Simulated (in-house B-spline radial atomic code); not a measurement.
Computed with a B-spline radial atomic code. Model: two electrons, singlet ground state, non-relativistic, full CI in B-splines with partial waves to l = 8 (at full coupling up to 3e-4 hartree above the limit, correlation up to 0.6 % small), density held at that of full coupling by Lieb maximisation.

W(λ) is the mean repulsion in the state of coupling λ less the Hartree energy of the fixed density. Its start is exact exchange, its initial slope is twice the second-order Görling-Levy correlation energy, and its area from 0 to 1 is E_xc. A straight curve means weak, dynamic correlation, and a curve that drops fast and flattens means strong correlation.

Command:
```bash
python run_ac.py task.json out
```
Settings (lengths in bohr, energies in hartree):
```
potential              gauss
strength               5.52
lmax                   8
second                 5.01
```

Run time, properties included: 18 s on 1 thread of Intel(R) Xeon(R) Processor @ 2.30GHz, with other jobs on the host.

**W = mean repulsion less Hartree energy, and W of three functionals.**

Given: confinement Gaussian well; well depth 5.52 hartree; well width 5.01 bohr; external potential -V exp(-r^2/w^2).

Computed: LDA exchange minus exact 82.984 millihartree; PBE exchange minus exact 24.379 millihartree.

| coupling | W xc (hartree) | W xc minus exchange (millihartree) | kinetic minus Kohn-Sham (millihartree) | LDA (PW92) W minus its exchange (millihartree) | PBE W minus its exchange (millihartree) | SCAN W minus its exchange (millihartree) |
| --- | --- | --- | --- | --- | --- | --- |
| 0 | -0.57316 | 0 | 0 | 0 | 0 | 0 |
| 0.02 | -0.57514 | -1.981 | 0.02 | -10.65 | -3.23 | -1.88 |
| 0.05 | -0.57805 | -4.892 | 0.12 | -21.31 | -7.76 | -4.61 |
| 0.12 | -0.58457 | -11.413 | 0.67 | -39.66 | -17.3 | -10.65 |
| 0.25 | ? | ? | ? | ? | ? | ? |
| 0.4 | ? | ? | ? | ? | ? | ? |
| 0.6 | -0.62077 | -47.61 | 13.17 | -107.64 | -63.55 | -44.04 |
| 0.8 | -0.63242 | -59.26 | 21.3 | -125.43 | -77.49 | -55.06 |
| 1 | -0.64256 | -69.405 | 30.4 | -140.32 | -89.55 | -64.86 |
| 1.4 | -0.65932 | -86.161 | 50.37 | -164.23 | -109.56 | -81.54 |
| 2 | -0.67818 | -105.02 | 82.13 | -190.88 | -132.64 | -101.19 |
| 3 | -0.69956 | -126.4 | 134.79 | -221.71 | -160.11 | -124.67 |
| 4.5 | -0.71951 | -146.35 | 208.36 | -251.9 | -187.62 | -147.45 |
| 7 | -0.73871 | -165.55 | 316.39 | -282.91 | -216.36 | -169.29 |
| 10 | -0.75211 | -178.95 | 428.64 | -305.98 | -237.98 | -183.64 |

(1) What belongs in the row 0.25?

(2) What belongs in the row 0.4?

(3) What is the SCAN exchange minus exact?

**Energy parts, natural occupations and partial-wave weights.**

Computed: total energy -8.5665 hartree; exchange energy -0.57316 hartree; kinetic part of the DFT correlation energy 0.030404 hartree; initial slope twice GL2 -0.099859 hartree; kinetic part over minus potential part 0.43807; Hartree energy 1.1463 hartree; Lieb Oxford ratio E_xc over LDA exchange 1.2489.

| natural | occupation of the shell (electrons) |
| --- | --- |
| s | 1.9573 |
| p | ? |
| s | 0.0023125 |
| d | 0.0010272 |
| p | 0.00023913 |
| f | 0.00011971 |

(4) What belongs in the row p?

| wave | weight |
| --- | --- |
| s | 0.97982 |
| p | 0.019555 |
| d | 0.00053662 |
| f | ? |
| g | 1.4429e-05 |

(5) What belongs in the row f?

(6) What is the Kohn-Sham kinetic?

(7) What is the correlation energy?

## Answers

(1) W xc (hartree): -0.59574; W xc minus exchange (millihartree): -22.586; kinetic minus Kohn-Sham (millihartree): 2.73; LDA (PW92) W minus its exchange (millihartree): -64.21; PBE W minus its exchange (millihartree): -32.41; SCAN W minus its exchange (millihartree): -20.9.

(2) W xc (hartree): -0.60729; W xc minus exchange (millihartree): -34.131; kinetic minus Kohn-Sham (millihartree): 6.46; LDA (PW92) W minus its exchange (millihartree): -85.49; PBE W minus its exchange (millihartree): -47.09; SCAN W minus its exchange (millihartree): -31.51.

(3) 1.7391 millihartree.

(4) occupation of the shell (electrons): 0.038857.

(5) weight: 6.6037e-05.

(6) 0.77727 hartree.

(7) -0.039001 hartree.

Half-way to full coupling W has made 59 % of its drop, against 50 % for a straight line, and second-order (GL2) theory, half the initial slope, overshoots the correlation energy by about 28 %: a moderate bend, as in light atoms. Over couplings 0 to 1 the errors in E_xc come to about +32 millihartree for LDA, +11 millihartree for PBE, +4.5 millihartree for SCAN, so SCAN is nearest. In LDA and PBE the errors of exchange and correlation have opposite signs, so the sum is smaller than the larger of the two.
